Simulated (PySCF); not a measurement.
C7H4F6Si, SMILES FC(F)(F)c1ccccc1[Si](F)(F)F at its GFN2-xTB optimised geometry (Å):

```
18

F     -1.1540    -2.5637     0.7771
C     -1.6942    -1.6373    -0.0324
F     -2.9748    -1.5148     0.3416
F     -1.7135    -2.1736    -1.2652
C     -0.9469    -0.3328     0.0000
C     -1.6713     0.8498    -0.0087
C     -1.0077     2.0645    -0.0063
C      0.3759     2.0902    -0.0014
C      1.0927     0.9070     0.0000
C      0.4514    -0.3328     0.0000
Si     1.4963    -1.8875     0.0066
F      1.6639    -2.5692     1.4259
F      2.9748    -1.5032    -0.4277
F      1.0746    -3.0335    -0.9967
H     -2.7499     0.8169    -0.0127
H     -1.5724     2.9836    -0.0097
H      0.9003     3.0335    -0.0006
H      2.1712     0.9381    -0.0024
```

Calculation: PBE/def2-SVP (PySCF 2.14.0). Cells within 0.4 Å of a nucleus heavier than hydrogen are left out (blank, or x).

Map of the Laplacian of the electron density (e/bohr⁵), clipped to [-1.50, 1.50] on the plane z = 0.0 Å:

```
|55555555555555555555555555555|
|55555555555555555555555555555|
|55555555555555555555555555555|
|55555555555555555555555555555|
|55555555555555555555555555555|
|55555555555555555555555555555|
|55555555550455550455555555555|
|55555555550355540455555555555|
|55555555554xx34x2555555555555|
|55555555554xx2xx5555555555555|
|55555555553145532455555555555|
|5555555445x355555x32455555555|
|555555501xx45555xx11455555555|
|55555555542355542355555555555|
|555555555545x44x2555555555555|
|55555555555xx12xx555555555555|
|55555566554145542455566555555|
|55555777641355554565677755555|
|555557x44xx4555559x9667755555|
|5555577767x555556xx9677655555|
|55555556556765555998555555555|
|55555555556765555555555555555|
|55555555555555555555555555555|
|55555555555555555555555555555|
|55555555555555555555555555555|
|55555555555555555555555555555|
|55555555555555555555555555555|
|55555555555555555555555555555|
|55555555555555555555555555555|
```
Scale: ten equal steps from -1.50 (start of '0') to 1.50 (end of '9'), in the order '0123456789'; x runs from -5.50 to 5.50, y from -5.50 (bottom) to 5.50 (top).
